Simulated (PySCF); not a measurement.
Coordinates in bohr (charge 0 multiplicity 1):
```
Pb    0.0000    0.0000    1.3879
S     0.0000    0.0000    5.8021
I     4.2073    0.0000   -1.8689
I    -4.2073    0.0000   -1.8689
```

Method: PySCF, B3LYP, basis Pb def2-SVP with ECP60, S def2-SVP, I def2-SVP with ECP28 (scalar-relativistic core potentials, no spin–orbit coupling, density fitting).

This geometry of PbSI₂ is a stationary point at this level.

Problem. What is the point group?

Solution. C2v.

Problem. Is it a minimum?

Solution. Yes: all harmonic wavenumbers are real, though the softest, 48 cm⁻¹, leaves little margin.

Problem. List the harmonic modes with their infrared intensities.

Solution. 
| symmetry | ω (cm⁻¹) | IR (km/mol) | type |
| --- | --- | --- | --- |
| a1 | 48 | 0.4 | bend |
| b1 | 57 | 2.7 | bend |
| b2 | 70 | 6.9 | bend |
| a1 | 149 | 5.5 | stretch |
| b2 | 162 | 28.9 | stretch |
| a1 | 391 | 14.4 | stretch |

Problem. What are the dipole moment and the gap between the highest occupied and lowest empty levels?

Solution. 1.33 D and 2.30 eV.

In C2v the vibrations span 3a1 + b1 + 2b2. Here b1 is antisymmetric to the molecular plane and b2 lies in it.

This need not be the most stable arrangement of these atoms. With an element this heavy the missing spin–orbit coupling can shift these numbers.
